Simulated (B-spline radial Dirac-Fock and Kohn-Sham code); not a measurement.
Relative photoemission cross sections at 6000 eV: 4d3/2, 4d5/2, Zr to Er

These are calculated numbers from a radial atomic solver; the model is the independent-particle Dirac-Slater model, thresholds from Dirac-Fock. Cross sections are relative to C 1s, computed as 0.2011 kb at this energy; β is from the dipole term. Free atoms in their tabulated ground configurations, whose changes along a row show as steps; without correlation, outer binding energies come out low.

```
 Z  element  σ 4d3/2  σ 4d5/2  β 4d5/2  binding 4d5/2 (eV)
40       Zr   0.0198   0.0278     0.69                6.54
43       Tc    0.117    0.163     0.75               10.10
46       Pd    0.395    0.544     0.80                6.28
48       Cd    0.656    0.908     0.84               16.14
49       In    0.826     1.14     0.86               23.49
50       Sn     1.02     1.41     0.87               31.22
54       Xe     2.08     2.87     0.94               66.52
56       Ba     2.82     3.88     0.97               98.02
57       La     3.25     4.47     0.98               112.2
58       Ce     3.65     5.02     1.00               118.8
59       Pr     4.02     5.52     1.01               118.1
60       Nd     4.48     6.13     1.03               124.5
61       Pm     4.97     6.80     1.04               130.9
62       Sm     5.50     7.50     1.06               137.4
63       Eu     6.07     8.26     1.07               143.8
64       Gd     6.74     9.17     1.08               158.0
65       Tb     7.31     9.92     1.09               156.8
66       Dy     8.01     10.9     1.11               163.3
67       Ho     8.73     11.8     1.12               169.9
68       Er     9.49     12.8     1.13               176.6
```
